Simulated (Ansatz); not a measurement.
Basis sets compared for [InF4]- (InF4⁻). Total charge -1; singlet. Geometry PBE0-D4/def2-SVPD. Ansatz on 4 threads of Arm Neoverse V2 on a shared host; times are rough, and most runs start from earlier orbitals.

```xyz
5

In    0.000    0.000    0.000
F     0.419   -1.903    0.460
F    -1.865    0.432    0.587
F     0.154    0.258   -1.980
F     1.292    1.213    0.932
```

In the def2 sets In takes a core potential, while STO-3G treats all electrons; there is no spin–orbit coupling.

STO-3G and 6-31G are all-electron sets without relativity, so their totals don't compare with the def2 sets.

```csv
level,functions,energy (Eh),HOMO (eV),LUMO (eV),wall time
HF/STO-3G,47,-6074.9396,-1.72,15.91,0.2 s
PBE-D4/def2-SVPD,124,-589.0949,-3.76,1.61,0.95 s
PBE0-D4/def2-SVPD,124,-589.0800,-5.75,2.51,1.2 s
```

Problem. Estimate the rows for HF/def2-TZVPD, PBE-D4/def2-TZVPD (with forces), PBE0-D4/def2-TZVPD.

Solution. 
```json
{"level": "HF/def2-TZVPD", "functions": "216", "energy (Eh)": "-587.3659", "HOMO (eV)": "-10.72", "LUMO (eV)": "4.47", "wall time": "1.4 s"}
{"level": "PBE-D4/def2-TZVPD (with forces)", "functions": "216", "energy (Eh)": "-589.5678", "HOMO (eV)": "-3.69", "LUMO (eV)": "1.64", "wall time": "2 s"}
{"level": "PBE0-D4/def2-TZVPD", "functions": "216", "energy (Eh)": "-589.5525", "HOMO (eV)": "-5.64", "LUMO (eV)": "2.51", "wall time": "2.8 s"}
```
